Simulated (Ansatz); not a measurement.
The same path of CH6BClSi (10 atoms, charge 0, multiplicity 1) was run twice with different band settings. The coordinate that changes most is the dihedral H7–C1–B2–Si3.

These are results of RKS PBE-D4/6-31G* in Ansatz, not measurements.

Relaxed end points:

```xyz
10
Properties=species:S:1:pos:R:3
C -1.408 0.727 -0.047
B -0.471 -0.508 -0.244
Si 1.491 -0.393 0.238
Cl 2.651 -1.979 -0.492
H -1.022 1.567 0.553
H -1.568 1.116 -1.079
H -2.418 0.449 0.306
H -0.931 -1.524 -0.707
H 1.637 -0.386 1.737
H 2.122 0.879 -0.262
```

```xyz
10
Properties=species:S:1:pos:R:3
C -1.321 0.785 -0.398
B -0.324 -0.411 -0.516
Si 1.306 -0.513 0.680
Cl 2.742 -1.906 0.051
H -1.064 1.431 -1.271
H -2.374 0.496 -0.563
H -1.244 1.423 0.498
H -0.522 -1.261 -1.351
H 0.879 -0.909 2.069
H 2.005 0.812 0.804
```

Common settings: climbing image yes; spring 5.0 eV/Å²; optimiser quadratic models (default); start path IDPP; force threshold 0.05 eV/Å; iteration limit 60; end points relaxed.

| run | movable images |
| --- | --- |
| 1 | 7 |
| 2 | 1 |

**Question.** What does each run give, and how far can it be trusted?

**Answer.** Run 1: converged after 6 iterations, highest image 0.031 eV above the first end. A vibrational analysis at the climbing image gives one clearly imaginary mode, 165i cm⁻¹: a first-order saddle point.
Run 2: converged after 5 iterations, highest image 0.031 eV above the first end. Another band between the same ends (7 images) ends at a top of the same energy, where a vibrational analysis finds 1 clearly imaginary mode. So few images can step over the top or miss a turn of the path.
